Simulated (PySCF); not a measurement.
Orbital energies, ionisation energy and electron affinity

C₅H₆Cl₂Si.
Cartesian coordinates in Å at the PBE0-D3(BJ)/def2-SVP level; atoms count from 1:
```
atom  x, y, z in Å
Cl1    3.3630    0.3666   -1.1924
C2     2.5383   -0.0409    0.3384
Cl3    2.8542   -1.7428    0.7792
C4     1.0693    0.2010    0.2184
C5     0.3944    1.0810    0.9899
Si6   -1.4010    1.0079    0.4502
C7    -1.0366   -0.2869   -0.8532
C8     0.2834   -0.5507   -0.7931
H9     2.9898    0.5801    1.1195
H10    0.8879    1.6782    1.7597
H11   -1.9155    2.3029   -0.0899
H12   -2.3245    0.5451    1.5306
H13   -1.6977   -0.7876   -1.5628
H14    0.7969   -1.2733   -1.4354
```

Level: PBE0/def2-SVPD (PySCF). Frontier orbitals with their largest atomic shares (Löwdin; up to four atoms above 4 %):

```
orbital  ε (eV)                            main atoms
 HOMO−3   -9.06   Cl1 33 %, Cl3 33 %, Si6 6 %, C4 5 %
 HOMO−2   -8.77   Cl1 30 %, Cl3 29 %, C2 10 %, C4 7 %
 HOMO−1   -8.75    Cl3 34 %, Cl1 32 %, C8 8 %, C4 6 %
   HOMO   -7.26                                     ?
   LUMO   -1.98    C5 21 %, C4 19 %, C7 15 %, C8 13 %
 LUMO+1   -0.33           Cl3 31 %, Cl1 31 %, C2 24 %
 LUMO+2   -0.04  C2 18 %, Cl1 16 %, Cl3 15 %, C8 15 %
```

**Question.** What vertical ionisation energy does ΔSCF give, and how far is −ε(HOMO) from it?

**Answer.** ΔSCF: 9.00 eV (869 kJ/mol; threshold wavelength 138 nm); ⟨S²⟩ of the doublet left behind is 0.767, against 0.75 for a pure doublet. −ε(HOMO) is 7.26 eV, 1.74 eV below it. For the exact functional −ε(HOMO) would equal the first vertical ionisation energy; PBE0 (global hybrid, 25 % exact exchange) falls short of its own ΔSCF value by 19 %.

**Question.** On which atoms does the HOMO lie?

**Answer.** C7 (alkene CH carbon) 26 %, C5 (alkene CH carbon) 25 %, C8 (alkene CH carbon) 18 %, C4 (fully substituted alkene carbon) 17 %, so no atom holds as much as 40 %. The HOMO−1 lies 1.49 eV lower.

**Question.** And the vertical electron affinity, the fundamental gap, Mulliken's electronegativity and the hardness (with the factor ½)?

**Answer.** EA = 0.36 eV by ΔSCF (−ε(LUMO) = 1.98 eV). IE − EA = 8.64 eV against an orbital gap of 5.28 eV; (IE + EA)/2 = 4.68 eV; (IE − EA)/2 = 4.32 eV. Parr's electrophilicity index (IE + EA)²/[8(IE − EA)] is 1.27 eV.

**Question.** Shift the occupied levels rigidly so that −ε(HOMO) equals the ΔSCF value. What binding energies result?

**Answer.** The shift is +1.74 eV: HOMO 9.00, HOMO−1 10.49, HOMO−2 10.51, HOMO−3 10.80 eV. A rigid shift is only a rough guide to the deeper ionisations.

**Question.** How many of the 10 lowest singlet excitations (vertical TDDFT, same level) lie below the ionisation energy?

**Answer.** All 10; they run from 4.44 to 6.68 eV.

**Question.** The lowest singlet excitation (vertical TDDFT, same level) lies at 4.44 eV. How far is it below IE − EA?

**Answer.** IE − EA = 8.64 eV, so by 4.20 eV.

**Question.** With α = 112.7 au, estimate the like-pair dispersion coefficient by London's formula C6 = (3/4)α²I.

**Answer.** I = 0.3308 Eh, so C6 ≈ 3150 au, a rough estimate.

Isolated species at its PBE0-D3(BJ)/def2-SVP geometry (one conformer only).
